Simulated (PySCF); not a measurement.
Re(51+): ionisation energy

Re(51+) [Ar] 3d6 [3d3/2^4 3d5/2^2, M_J = 4] → Re(52+) [Ar] 3d5 [3d3/2^4 3d5/2^1, M_J = 5/2], as a difference of total energies. Calculation: PySCF 2.14, in an uncontracted even-tempered set (15 s from 14 bohr⁻², ratio 2.8; 12 p from 18 bohr⁻², ratio 2.8; 8 d from 18 bohr⁻², ratio 2.8; 3 f from 61 bohr⁻², ratio 3); the two-component X2C-1e Hamiltonian. Correlated levels: [Ne] frozen; the 72 highest virtual spinors dropped. "Screened" scales the spin-orbit matrix elements by Boettger's factors to mimic the two-electron term; Breit and QED terms are absent.

```
                    method  ionisation energy (eV)
           GHF (spin-free)                  4757.0
          GMP2 (spin-free)                  4758.1
 GHF (screened spin-orbit)                  4746.7
GMP2 (screened spin-orbit)                  4746.5
```

Breit and QED terms and the two-electron picture change are absent.

The spin-free rows relax to the high-spin LS determinant and lack the spin-orbit shift.

The labels give the starting determinants; with spin-orbit coupling the two ends relaxed to ⟨J²⟩ = 20.01, ⟨L²⟩ = 12.90, ⟨S²⟩ = 2.90 and ⟨J²⟩ = 8.75, ⟨L²⟩ = 6.37, ⟨S²⟩ = 2.80.

For comparison: 4745 ± 4 eV (theoretical estimate listed by NIST; NIST Atomic Spectra Database, ionization energies).
